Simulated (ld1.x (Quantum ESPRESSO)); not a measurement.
Which change was made? (F, TM semilocal)

```
Element                 : F (Z = 9)
Generator               : ld1.x (Quantum ESPRESSO) 7.5
Type                    : norm-conserving Troullier–Martins (semilocal form)
Functional              : PBEsol
Relativity              : scalar-relativistic
Frozen core             : [He]
Valence charge          : 7
Reference configuration : 2s2 2p3.5 (charge +1.5)
Partial waves           : 2p (bound): rc 0.90 bohr; 2s (bound): rc 0.75 bohr
Local potential         : the s channel
Core correction         : Bessel-smoothed model core inside 0.40 bohr
```

Cutoffs, loose and tight: the cutoffs (Ry, on a coarse ladder) from which the occupation-weighted sum of valence levels, in a spherical-Bessel basis at the reference potential, stays within 10 and 1 mRy of its value at 400 Ry. They do not see the model core or the augmentation charge, which bear on the density cutoff. Test errors are all-electron minus pseudo excitation energies from the reference, over the configurations 2s2 2p5; 2s2 2p4; 2s2 2p3; 2s2 2p2; 2s2 2p5.3; 2s1 2p6; 2s2 2p4.5; variants that change the core or the reference have their own tests.

The base gives: outcome: generated; cutoff, loose: 180 Ry; cutoff, tight: 260 Ry; bound ghosts: none; largest test error (meV): +39.

Task: After one change the result is: outcome: generated; cutoff, loose: 230 Ry; cutoff, tight: over 300 Ry; bound ghosts: none; largest test error (meV): +8.1. Which change was it?
A. all radii but the core radius scaled by about 0.78 (s 0.58, p 0.70 bohr)
B. all radii but the core radius scaled by about 1.14 (s 0.86, p 1.02 bohr)
C. all radii but the core radius scaled by about 0.88 (s 0.66, p 0.80 bohr)
D. all radii but the core radius scaled by about 1.25 (s 0.94, p 1.12 bohr)

Result: A. The others give: all radii but the core radius scaled by about 0.88 (s 0.66, p 0.80 bohr) → outcome: generated; cutoff, loose: 200 Ry; cutoff, tight: 300 Ry; bound ghosts: none; largest test error (meV): +16 | all radii but the core radius scaled by about 1.25 (s 0.94, p 1.12 bohr) → outcome: generated; cutoff, loose: 120 Ry; cutoff, tight: 200 Ry; bound ghosts: none; largest test error (meV): +129 | all radii but the core radius scaled by about 1.14 (s 0.86, p 1.02 bohr) → outcome: generated; cutoff, loose: 140 Ry; cutoff, tight: 230 Ry; bound ghosts: none; largest test error (meV): +87.
